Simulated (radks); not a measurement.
Removal energies from the scandium ion Sc+, [Ar] 3d1 4s1, by Delta-SCF beside the eigenvalue of the level emptied. All-electron calculation, scalar-relativistic Kohn-Sham, BLYP, spin-polarised, spherical densities, finite nucleus; Fermi nuclear charge, rms radius of each element as measured or else 0.836 A^(1/3) + 0.57 fm. Program: a radial shooting solver on a logarithmic mesh with Libxc functionals. Open shells are filled with parallel spins first.

[
 {"removed from": "4s", "final configuration": "[Ar] 3d1", "Delta-SCF (eV)": "13.174", "-eigenvalue (eV)": "10.135"},
 {"removed from": "3d", "final configuration": "[Ar] 4s1", "Delta-SCF (eV)": "16.288", "-eigenvalue (eV)": "10.277"},
 {"removed from": "3p", "final configuration": "[Ne] 3s2 3p5 3d1 4s1", "Delta-SCF (eV)": "46.934", "-eigenvalue (eV)": "39.877"},
 {"removed from": "3s", "final configuration": "[Ne] 3s1 3p6 3d1 4s1", "Delta-SCF (eV)": "68.618", "-eigenvalue (eV)": "61.232"}
]
